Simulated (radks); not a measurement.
Values are calculated unless marked as measured or tabulated.
Xe, 54 electrons, occupied as [Kr] 4d10 5s1 5p6 6s1 (not the ground configuration).

Level of theory: Dirac Kohn-Sham, B86b exchange with PBE correlation, spin-unpolarised, spherical densities, finite nucleus; Fermi nuclear charge, rms radius 4.7859 fm (a radial shooting solver on a logarithmic mesh with Libxc functionals).

Energy parts (eV):
| part | energy |
|---|---|
| total | -202725.540 |
| kinetic | 215359.228 |
| electron-nucleus | -492592.931 |
| Hartree | 79616.499 |
| exchange-correlation | -5108.336 |

Orbitals (lengths in bohr, moments of r in powers of bohr):
orbital,occ.,eigenvalue (eV),<r^4>,<r>,<1/r>,small-component weight
1s1/2,2,-34354.54,2.434e-06,0.02665,58.11,3.96e-02
2s1/2,2,-5350.126,0.0004111,0.1142,13.59,8.50e-03
2p1/2,2,-5026.942,0.0002617,0.09620,13.57,8.53e-03
2p3/2,4,-4702.242,0.0003164,0.1020,12.47,8.08e-03
3s1/2,2,-1099.485,0.01748,0.3060,4.859,2.54e-03
3p1/2,2,-965.1290,0.01658,0.2962,4.770,2.48e-03
3p3/2,4,-903.4566,0.01919,0.3078,4.499,2.36e-03
3d3/2,4,-667.0366,0.01543,0.2787,4.355,2.24e-03
3d5/2,6,-654.0044,0.01615,0.2824,4.286,2.20e-03
4s1/2,2,-203.6060,0.4934,0.7165,1.967,7.38e-04
4p1/2,2,-156.0307,0.6070,0.7455,1.859,6.75e-04
4p3/2,4,-143.7291,0.7026,0.7732,1.771,6.37e-04
4d3/2,4,-66.7504,1.308,0.8686,1.529,4.95e-04
4d5/2,6,-64.7589,1.375,0.8794,1.507,4.85e-04
5s1/2,1,-24.7137,20.99,1.818,0.7224,1.39e-04
5p1/2,2,-13.5403,42.27,2.121,0.6136,1.02e-04
5p3/2,4,-12.1412,50.97,2.218,0.5837,9.31e-05
6s1/2,1,-2.0656,2318,5.787,0.2162,1.31e-05

The highest occupied level is 6s1/2 at -2.066 eV. The density falls to 0.001 e/bohr^3 at r = 4.81 bohr. Summed over all electrons, <r^2> = 90.62 bohr^2, which gives a Langevin (diamagnetic) susceptibility term of -71.8 x 10^-6 cm^3/mol.
